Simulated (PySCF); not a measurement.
**Fractional electron number in Bi (bismuth, neutral)**

The 6p alpha orbital of [Xe] 4f14 5d10 6s2 6p3 is emptied in steps (occupation f), with all orbitals relaxed, ending at [Xe] 4f14 5d10 6s2 6p2. All numbers are calculated (PySCF 2.14, scalar relativity through the core potential, in def2-TZVP with the def2 core potential (60 electrons)). The exact energy is a straight line in f; departures are measured from the line between the end points of the same method.

| f | UHF (eV) | LDA (eV) | PBE (eV) | PBE0 (eV) | r2SCAN (eV) | LC-wPBE (eV) | BHandHLYP (eV) | wB97X (eV) | BLYP (eV) |
| --- | --- | --- | --- | --- | --- | --- | --- | --- | --- |
| 1 | 0.000 | 0.000 | 0.000 | 0.000 | 0.000 | 0.000 | 0.000 | 0.000 | 0.000 |
| 0.8 | 0.072 | -0.561 | -0.545 | -0.392 | -0.511 | -0.004 | -0.252 | -0.045 | -0.557 |
| 0.6 | 0.106 | -0.846 | -0.820 | -0.588 | -0.762 | -0.004 | -0.379 | -0.070 | -0.840 |
| 0.4 | 0.104 | -0.851 | -0.823 | -0.588 | -0.756 | -0.001 | -0.380 | -0.073 | -0.844 |
| 0.2 | 0.068 | -0.570 | -0.550 | -0.392 | -0.501 | 0.001 | -0.254 | -0.050 | -0.565 |
| 0 | 0.000 | 0.000 | 0.000 | 0.000 | 0.000 | 0.000 | 0.000 | 0.000 | 0.000 |

```csv
method,E(f=0) − E(f=1) (eV),−ε at f=1 (eV),−ε at f=0.4 (eV)
UHF,8.216,8.678,8.119
LDA,8.759,5.280,9.447
PBE,8.571,5.183,9.245
PBE0,8.645,6.200,9.136
r2SCAN,8.764,5.554,9.420
LC-wPBE,8.690,8.662,8.704
BHandHLYP,8.486,6.917,8.797
wB97X,8.314,8.040,8.363
BLYP,8.348,4.893,9.031
```

Orbital energy along the path (eV):

```tsv
f	UHF	LDA	PBE	PBE0	r2SCAN	LC-wPBE	BHandHLYP	wB97X	BLYP
1	-8.678	-5.280	-5.183	-6.200	-5.554	-8.662	-6.917	-8.040	-4.893
0.8	-8.480	-6.637	-6.517	-7.173	-6.861	-8.681	-7.537	-8.136	-6.243
0.6	-8.294	-8.028	-7.873	-8.154	-8.159	-8.697	-8.164	-8.243	-7.624
0.4	-8.119	-9.447	-9.245	-9.136	-9.420	-8.704	-8.797	-8.363	-9.031
0.2	-7.954	-10.885	-10.627	-10.115	-10.655	-8.695	-9.436	-8.496	-10.457
0	-7.798	-12.327	-12.017	-11.090	-11.885	-8.670	-10.084	-8.628	-11.894
```

Reference removal energy between the ground levels: 7.286 eV (measured; NIST Atomic Spectra Database, ionization energies). The calculation has no spin-orbit coupling. UHF lacks correlation.
